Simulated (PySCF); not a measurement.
methoxycyclobutane (C5H10O), SMILES COC1CCC1.

The structure is a stationary point at B3LYP-D3(BJ)/def2-SVP. Other conformers were not sampled.

Two levels are set side by side: PBE/def2-TZVP (PySCF) and ωB97X/def2-TZVP (PySCF). Same geometry, gas phase. Differences are taken from unrounded values.

```json
[
 {"quantity": "orbital gap (eV)", "ωB97X": "12.90", "PBE": "6.16", "PBE minus ωB97X": "-6.74"},
 {"quantity": "highest occupied level (eV)", "ωB97X": "-9.63", "PBE": "-5.68", "PBE minus ωB97X": "3.94"},
 {"quantity": "lowest empty level (eV)", "ωB97X": "3.28", "PBE": "0.47", "PBE minus ωB97X": "-2.80"},
 {"quantity": "dipole moment (D)", "ωB97X": "1.15", "PBE": "1.01", "PBE minus ωB97X": "-0.14"},
 {"quantity": "mean polarisability (bohr³)", "ωB97X": "63.0", "PBE": "66.2", "PBE minus ωB97X": "3.2"}
]
```

Without exact exchange PBE keeps part of each electron's self-repulsion, which lifts occupied levels and narrows the gap. Loosely held outer electrons make PBE densities more polarisable. Differences between two approximate levels are no errors against the true value.

Rough cost on one machine, each run with all the roots and properties that it gave: ωB97X against PBE within a factor of 2.
